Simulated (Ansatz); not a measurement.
## C2F5 (pentafluoroethyl): the energy to break a bond

C2F5 has 7 atoms, charge 0, and is taken as a doublet. As SMILES, `F[C](F)C(F)(F)F`. The shape was relaxed beforehand at wB97X-V/def2-SVP.

```
atom    x (Å)    y (Å)    z (Å)
   F   1.5639  -0.8445   0.5059
   C   0.3225  -0.4666   0.7277
   F  -0.4699  -1.4825   0.9980
   C  -0.2282   0.4822  -0.3180
   F   0.5805   1.5301  -0.4455
   F  -1.4387   0.8973   0.0439
   F  -0.3301  -0.1161  -1.5120
```

Wanted: the dissociation energy of the F7–C4 bond into doublet F and singlet C2F4 (shapes relaxed at wB97X-V/def2-SVP, no zero-point term). 1 Eh = 2625.50 kJ/mol = 27.2114 eV. Totals in Eh; open shells run unrestricted unless said.

```
                                level  program         C2F5   doublet F  singlet C2F4
                      USVWN5/def2-SVP   Ansatz  -571.110021  -98.976866   -471.973619
                    UPBE0-D4/def2-SVP   Ansatz  -574.371119  -99.549058   -474.695032
UMP2/def2-SVP, 7 core orbitals frozen   Ansatz  -573.563204  -99.422431   -474.017091
```

Task: Work out the dissociation energy at each level.

Result: 
1. USVWN5/def2-SVP: (-98.976866) + (-471.973619) − (-571.110021) = 0.159536 Eh = 418.9 kJ/mol = 4.34 eV.
2. UPBE0-D4/def2-SVP: (-99.549058) + (-474.695032) − (-574.371119) = 0.127029 Eh = 333.5 kJ/mol = 3.46 eV.
3. UMP2/def2-SVP: (-99.422431) + (-474.017091) − (-573.563204) = 0.123682 Eh = 324.7 kJ/mol = 3.37 eV.

The levels span 325 to 419 kJ/mol; no measured value is set beside them. A fragment with an even electron count was run as a singlet and may have a lower triplet. A bond enthalpy at 298 K also holds the loss of zero-point energy and thermal terms.
